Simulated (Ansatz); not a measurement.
Program: Ansatz. Geometries: PBE0-D4/def2-TZVP. ΔE: electronic, gas phase. CBS: MP2 limit from def2 TZ/QZ plus the TZ coupled-cluster correction, frozen cores. This one scheme is used for every species. Functionals use def2-TZVPP. Elements past krypton have def2 core potentials. For Hf outer-core shells are correlated without core-valence functions, which leaves a few kJ/mol of doubt a bond. Each species was taken in one conformer, which may not be the lowest.

Reaction (ligand exchange at the Hf–Cl bond): `[OH][Hf]([F])([Cl])[Cl]` + H₂S → `[OH][Hf]([F])([SH])[Cl]` + HCl

| level | ΔE (kJ/mol) |
| --- | --- |
| LDA (SPW92) | 63.2 |
| HF/def2-TZVPP | 83.4 |

(1) What does CCSD(T)/CBS give? (Best estimate.)

Largest T1 diagnostic among the species: 0.015.

Answers

(1) Ansatz gave: +69.0 kJ/mol. The listed levels differ from it by -5.8, 14.4 kJ/mol.

At CCSD(T), def2-SVP lies +8.2 kJ/mol from the extrapolated value and def2-TZVPP −1.2 kJ/mol. Leaving LDA and LC-ωPBE aside and taking each functional with its dispersion term where it has one, the values, not all of them listed here, spread over 10.2 kJ/mol, from PBE-D4 to BHLYP-D4.
